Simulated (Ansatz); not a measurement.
The Si1–Cl2 bond of SiCl is stretched (multiplicity 2).


Frozen-core correlation.

The values were computed with Ansatz (Gaussian orbitals). Each number belongs to the level named beside it.

Energies above the point at 2.084 Å (the B3LYP-D3(BJ) bond length), FIC-MRCISD+Q on CASSCF(11,8)/cc-pV(T+d)Z (kcal/mol): 10.45 at 1.875 Å; 6.29 at 2.292 Å; 95.66 at 8.335 Å.

### Question
Take the last value as the depth D of a Morse curve D(1 − e^(−a(R − R₀)))², fit a and R₀ to the two near points, and test it at 2.813 and 3.646 Å.

### Answer

With D = 95.7, both near points (counted from the curve's value at 2.084 Å) are met by a = 1.40 Å⁻¹ and R₀ = 2.080 Å, so k = 2Da² = 374 kcal/(mol Å²). The curve then gives 39.3 and 75.4 kcal/mol; the level itself gives 39.8 and 82.0, so Morse is off by -0.4 and -6.6.

Ansatz is an electronic-structure program.
